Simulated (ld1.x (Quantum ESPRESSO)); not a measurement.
Which change was made? (Mn, TM semilocal)

Mn, norm-conserving Troullier–Martins (semilocal form), made with ld1.x (Quantum ESPRESSO) 7.5 (PBEsol, non-relativistic). Core [Ar], reference 3d5 4s1 4p1. Waves: 4p (bound): rc 2.15 bohr; 3d (bound): rc 1.50 bohr; 4s (bound): rc 2.00 bohr. Local part: the s channel. Core correction: none.

Cutoffs, loose and tight: the cutoffs (Ry, on a coarse ladder) from which the occupation-weighted sum of valence levels, in a spherical-Bessel basis at the reference potential, stays within 10 and 1 mRy of its value at 400 Ry. They do not see the model core or the augmentation charge, which bear on the density cutoff. Test errors are all-electron minus pseudo excitation energies from the reference, over the configurations 3d5 4s2 4p0; 3d5 4s1 4p0; 3d5 4s0 4p0; 3d5.5 4s1.5 4p0; 3d5 4s0 4p2; 3d5 4s0 4p1; 3d4 4s0 4p0; variants that change the core or the reference have their own tests.

The base gives: outcome: generated; cutoff, loose: 100 Ry; cutoff, tight: 120 Ry; bound ghosts: none; largest test error (meV): +33.

(1) After one change the result is: outcome: generated; cutoff, loose: 160 Ry; cutoff, tight: 180 Ry; bound ghosts: none; largest test error (meV): -81. Which change was it?
A. all radii scaled by about 0.76 (s 1.52, p 1.64, d 1.14 bohr)
B. all radii scaled by about 0.84 (s 1.68, p 1.82, d 1.26 bohr)
C. all radii scaled by about 1.40 (s 2.80, p 3.02, d 2.10 bohr)
D. all radii scaled by about 1.18 (s 2.36, p 2.54, d 1.76 bohr)

## Answers

(1) A. The others give: all radii scaled by about 1.18 (s 2.36, p 2.54, d 1.76 bohr) → outcome: generated; cutoff, loose: 80 Ry; cutoff, tight: 120 Ry; bound ghosts: none; largest test error (meV): +35 | all radii scaled by about 0.84 (s 1.68, p 1.82, d 1.26 bohr) → outcome: generated; cutoff, loose: 140 Ry; cutoff, tight: 160 Ry; bound ghosts: none; largest test error (meV): +44 | all radii scaled by about 1.40 (s 2.80, p 3.02, d 2.10 bohr) → outcome: generated; cutoff, loose: 60 Ry; cutoff, tight: 100 Ry; bound ghosts: none; largest test error (meV): +36.
